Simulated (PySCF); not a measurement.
# Computed structure and properties of La(OH)3

System: La(OH)3 (singlet); start: template (C3v). Method: PySCF 2.14.0, RKS BP86, La lcecp-1-SVP with ECP46, O def2-SVP, H def2-SVP; non-relativistic Hamiltonian with scalar-relativistic core potentials where named; density fitting; no spin-orbit coupling.

Input of the relaxation:

```python
mol = gto.M(atom='''
La     0.00000    -0.00000    -0.00557
O      2.25281    -0.00001    -0.00557
H      3.15280    -0.00001     0.34443
O     -1.12640     1.95100    -0.00557
H     -1.57639     2.73041     0.34443
O     -1.12641    -1.95099    -0.00557
H     -1.57641    -2.73040     0.34443''',
    basis={'La': 'lcecp-1-SVP', 'O': 'def2-SVP', 'H': 'def2-SVP'},
    ecp={'La': 'lcecp-1-SVP'},
    charge=0, spin=0)
mf = dft.RKS(mol, xc='B88,P86')
mf.grids.atom_grid = (50, 194)  # f atoms: unpruned, at least (60, 302)
mf = mf.density_fit()  # fitting sets: La AutoAux, O def2-universal-JKFIT, H def2-universal-JKFIT
mf.conv_tol = 1e-08; mf.max_cycle = 55
mf.kernel(dm0)  # dm0: converged density of the start geometry
# quasi-Newton relaxation in Cartesian coordinates to a largest gradient under 0.00045 Eh/bohr, steps kept in the point group
```

Run from Python with OMP_NUM_THREADS=2; the lines above give its settings. Where DIIS fails, smearing, a level shift and second-order steps follow.
It took 39 s on 2 threads of Arm Neoverse V2 (shared host), from the converged density of the start.

Course of the relaxation:

```json
{"step": "0", "energy above end (eV)": "0.2664", "largest force component within the symmetry (eV/Å)": "1.342"}
{"step": "1", "energy above end (eV)": "0.1282", "largest force component within the symmetry (eV/Å)": "0.519"}
{"step": "2", "energy above end (eV)": "0.0486", "largest force component within the symmetry (eV/Å)": "0.385"}
{"step": "3", "energy above end (eV)": "0.0236", "largest force component within the symmetry (eV/Å)": "0.583"}
{"step": "4", "energy above end (eV)": "0.0096", "largest force component within the symmetry (eV/Å)": "0.102"}
{"step": "5", "energy above end (eV)": "0.0066", "largest force component within the symmetry (eV/Å)": "0.026"}
{"step": "6", "energy above end (eV)": "0.0057", "largest force component within the symmetry (eV/Å)": "0.046"}
{"step": "7", "energy above end (eV)": "0.0052", "largest force component within the symmetry (eV/Å)": "0.047"}
{"step": "8", "energy above end (eV)": "0.0025", "largest force component within the symmetry (eV/Å)": "0.126"}
{"step": "9", "energy above end (eV)": "0.0013", "largest force component within the symmetry (eV/Å)": "0.098"}
{"step": "10", "energy above end (eV)": "0.0002", "largest force component within the symmetry (eV/Å)": "0.066"}
{"step": "11", "energy above end (eV)": "0.0001", "largest force component within the symmetry (eV/Å)": "0.044"}
{"step": "12", "energy above end (eV)": "0.0000", "largest force component within the symmetry (eV/Å)": "0.006"}
{"step": "13", "energy above end (eV)": "0.0000", "largest force component within the symmetry (eV/Å)": "0.001"}
```

Relaxed geometry (C3v):

```xyz
7

La    0.0000    0.0000   -0.5815
O     2.0849    0.0000    0.0249
H     2.9271    0.0000    0.5060
O    -1.0425    1.8056    0.0249
H    -1.4635    2.5350    0.5060
O    -1.0425   -1.8056    0.0249
H    -1.4636   -2.5350    0.5060
```

```tsv
contact	Å
La1–O2 (OH)	2.171
La1–O4 (OH)	2.171
La1–O6 (OH)	2.171
```

On the finer grid (75, 302):

```yaml
HOMO: -5.79 eV
LUMO: -1.73 eV
Dipole_about_the_centre_of_mass: 1.76 D
Set_of_Mulliken_populations_of_La1_outside_the_core_potential: s 2.11, p 6.27, d 1.55, f 0.11
D3_BJ_dispersion_energy_not_in_the_energies: -0.186 eV
```

```tsv
atom	Mulliken (e)	Löwdin (e)	spin (e)
La1	0.97	0.71	0.00
O2	-0.50	-0.32	0.00
H3	0.18	0.08	0.00
O4	-0.50	-0.32	0.00
H5	0.18	0.08	0.00
O6	-0.50	-0.32	0.00
H7	0.18	0.08	0.00
```

The large-core potential holds the 4f shell empty.

On the grid (50, 194), as all that follows. Harmonic modes: a minimum; lowest 73 cm⁻¹ (negative: unstable), highest 3808 cm⁻¹, zero-point energy 0.964 eV.

Taking off one OH (charge -1, singlet; the rest: singlet) in vacuum, both parts rigid, costs 10.60 eV; the small basis without counterpoise inflates it. Most of it is the attraction of opposite charges; other ways to part are cheaper, and one spin state was tried for the rest.

Rigid scan of OH along the line from its metal:

distance to O2 (Å), energy (eV) and a bar:
```
     1.87      1.173 ############
     1.97      0.450 #####
     2.07      0.097 #
     2.17      0.000 
     2.27      0.075 #
     2.37      0.264 ###
     2.57      0.823 ########
     2.87      1.792 ##################
     3.27      2.939 ##############################
```

One start shape was tried, so this needn't be the lowest isomer.
